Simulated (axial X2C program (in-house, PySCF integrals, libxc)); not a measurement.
## Potential curves of IrN, two-component

All values were computed with an in-house relativistic program for diatomic molecules. Two-component (2c) means X2C with spin–orbit coupling and atomic mean-field two-electron Coulomb and Gaunt terms. Basis: Ir dyall-v3z [13s14p9d6f2g], N dyall-v3z [6s6p2d1f] (cores contracted in-house); Gaussian nuclei, density fitting, unrestricted open shells. Masses: Ir 192.963 u, N 14.003 u.

State: Ω = 0 (closed shell). Energies in eV from the lowest point of each curve. Fits are polynomials in 1 − R0/R over 0.85 to 1.23 times the lowest point R0.

| R (Å) | BP86 | PBE0 | r2SCAN0 |
| --- | --- | --- | --- |
| 1.3807 | 2.6367 | 2.2604 | 2.1359 |
| 1.4442 | 1.1863 | 0.9343 | 0.8500 |
| 1.4918 | 0.5299 | 0.3660 | 0.3103 |
| 1.5394 | 0.1555 | 0.0756 | 0.0478 |
| 1.5870 | 0.0000 | 0.0000 | 0.0000 |
| 1.6425 | 0.0276 | 0.1157 | 0.1486 |
| 1.6981 | 0.2198 | 0.3908 | 0.4577 |
| 1.7695 | 0.6291 | 0.8993 | 1.0113 |
| 1.8568 | 1.2758 | 1.6588 | 1.8271 |
| 1.9837 | 2.3318 | 2.8683 | 3.1153 |

The state is a single determinant with fixed occupations, the lowest that a limited PBE0 search found. Closed shells are restricted here (equal orbitals for both partners); the stretched side of such a curve lies too high.

Task: What are Re and ωe at the BP86 level?

Result: At BP86, 2c: Re = 1.606 Å, ωe ≈ 1170 cm⁻¹; Be follows as 0.5 cm⁻¹.

Task: What are Re and ωe at the PBE0 level?

Result: At PBE0, 2c: Re = 1.583 Å, ωe ≈ 1240 cm⁻¹; Be follows as 0.515 cm⁻¹.

Task: What are Re and ωe at the r2SCAN0 level?

Result: At r2SCAN0, 2c: Re = 1.575 Å, ωe ≈ 1270 cm⁻¹; Be follows as 0.52 cm⁻¹.
